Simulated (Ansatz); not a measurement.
Geometry optimisation, RKS PBE-D4/6-31G (Ansatz).

The input (input.yaml):

```yaml
crystal:
  periodic: [false, false, false]
  atoms:
    - { symbol: Al, position_ang: [0.0, 0.0, 0.0] }
    - { symbol: Cl, position_ang: [0.0, 0.0, 2.23] }
    - { symbol: "N", position_ang: [1.6627, 0.0, -0.96] }
    - { symbol: H, position_ang: [2.1293, -0.9179, -1.2118] }
    - { symbol: H, position_ang: [2.1141, 0.9179, -1.2382] }
    - { symbol: O, position_ang: [-1.5415, 0.0, -0.89] }
    - { symbol: H, position_ang: [-2.0512, -0.8467, -0.6815] }
basis:
  gaussian: { orbitals: "6-31G" }
hamiltonian:
  xc: pbe
  dispersion: d4
relax:
  f_tol: 0.02
  max_steps: 40
```

Launched with:

```bash
$ ansatz run input.yaml --threads 1 --pin off --max-ram 2048MiB --backend cpu --events-out ev --progress --plain --runs-dir out
```

Where does it end, and by what steps?

The run converged. Limits of this set-up: no polarisation functions. After 11 steps the energy has fallen by 0.883 eV; H4 moved furthest, 1.04 Å.

```
step  energy less start (eV)  largest force component (eV/Å)  accepted
   0                  0.0000                           2.053       yes
   1                 -0.3135                           1.562       yes
   2                 -0.3664                           2.016       yes
   3                 -0.5463                           0.965       yes
   4                 -0.6474                           0.473       yes
   5                 -0.7486                           0.411       yes
   6                 -0.8183                           0.441       yes
   7                 -0.8739                           0.113       yes
   8                 -0.8771                           0.188       yes
   9                 -0.8832                           0.040       yes
  10                 -0.8834                           0.022       yes
  11                 -0.8834                           0.004       yes
```

```xyz
7
Properties=species:S:1:pos:R:3
Al 0.067 -0.078 -0.041
Cl 0.029 0.523 2.078
N 1.620 0.015 -0.909
H 1.729 -0.242 -1.888
H 2.490 0.329 -0.484
O -1.344 -0.626 -0.865
H -2.277 -0.768 -0.642
```

The run took 33 s on 1 thread of Arm Neoverse V1, on a shared host, peak memory 0.15 GiB.
